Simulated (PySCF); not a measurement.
# From computed data to an observable: entropy of an ideal gas

In(H)2(NHMe) (CH6InN), SMILES [InH2][NH]C.

Geometry: B3LYP-D3(BJ)/def2-SVP. The def2 effective core potentials stand for the cores of In; spin–orbit coupling is left out.

B3LYP-D3(BJ)/def2-SVP (PySCF 2.14.0) gives the harmonic wavenumbers 138, 203, 239, 399, 464, 529, 538, 578, 1076, 1128, 1136, 1369, 1448, 1460, 1490, 1792, 1801, 2957, 2999, 3083, 3570 cm⁻¹ and the rotational temperatures 1.5371, 0.1370, 0.1279 K. The molar mass is 146.88 g/mol, the symmetry number 1, the spin multiplicity 1.

Task: Work out the entropy at 298.15 K and 1 atm in the rigid-rotor, harmonic-oscillator model.

Result: 
Translation (Sackur–Tetrode at 1 atm): S = R[1.5 ln M + 2.5 ln T − 1.16487] = 171.0 J/(mol K).
Rotation: q = (√π/σ) T^1.5/√(θA θB θC) = 55600, S = R[ln q + 3/2] = 103.3 J/(mol K).
Vibration: with u = 1.4388 ν/T, each mode gives R[u/(e^u − 1) − ln(1 − e^−u)]:
```tsv
ν (cm⁻¹)	modes	u	S (J/(mol K))
138	1	0.67	11.85
203	1	0.98	8.81
239	1	1.15	7.57
399	1	1.93	4.04
464	1	2.24	3.16
529	1	2.55	2.47
538	1	2.60	2.38
578	1	2.79	2.05
1076	1	5.19	0.29
1128	1	5.44	0.23
1136	1	5.48	0.23
1369	1	6.61	0.09
1448	1	6.99	0.06
1460	1	7.05	0.06
1490	1	7.19	0.05
1792	1	8.65	0.01
1801	1	8.69	0.01
```
The stiffer modes add less than 0.005 each. Sum 43.4 J/(mol K).
Spin: R ln 1 = 0.0 J/(mol K).
Total 317.6 J/(mol K); the program's own thermochemistry gives 317.7. Translation makes up 54 % and vibration 14 %. Anharmonicity, hindered rotation and orbital degeneracy are left out.
